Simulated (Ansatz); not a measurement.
Calibrating wB97X-V/def2-TZVPP on molecular compounds of Na

The vertical ionisation energy (cation less neutral) in eV of 8 molecular compounds of Na: x at wB97X-V/def2-TZVPP, y at CCSD(T)/def2-TZVPP. Shapes, held fixed at every level: PBE0-D4/def2-TZVP. Programs: Ansatz 0.2.0.

| molecule | x (eV) | y (eV) |
| --- | --- | --- |
| CH3Na (SMILES [CH3][Na]) | 6.59 | 6.50 |
| CH3NaS (SMILES C[S][Na]) | 6.86 | ? |
| NaSH (SMILES [Na][SH]) | 7.54 | 7.42 |
| NaOH (SMILES [OH][Na]) | 7.98 | 7.85 |
| C2HNa (SMILES C#[C][Na]) | 8.28 | 8.36 |
| NaBr (SMILES [Na][Br]) | 8.79 | 8.64 |
| NaCl (SMILES [Na][Cl]) | 9.24 | 9.03 |
| NaF (SMILES [F][Na]) | 10.18 | 9.97 |

Q: Fit y = c + s·x to the known rows and predict y for CH3NaS.

A: 
1. Means of the 7 rows: x = 8.3714, y = 8.253.
2. Σ(Δx)² = 8.2269, Σ(Δx·Δy) = 7.9056, so the slope is 7.9056/8.2269 = 0.96095.
3. Intercept: 8.253 − (0.96095) × 8.3714 = 0.209. The largest residual of the fit is 0.20.
4. CH3NaS: 0.209 + 0.96095 × 6.86 = 6.80 eV.

CCSD(T)/def2-TZVPP gives 6.79 eV, so the prediction is off by +0.01 eV, within the largest residual. The largest residual belongs to C2HNa, which stands apart and tilts the line. Uncorrected, wB97X-V/def2-TZVPP misses CH3NaS by +0.07 eV, and the other rows by 0.14 on average. The line removes about 85 % of this miss, partly by chance. Left out in turn, the other rows are missed by 0.08 eV on average. Cations run unrestricted. Relativity is left out for Br. Outer-core shells of Br, Na are correlated, in sets that cover them unevenly.
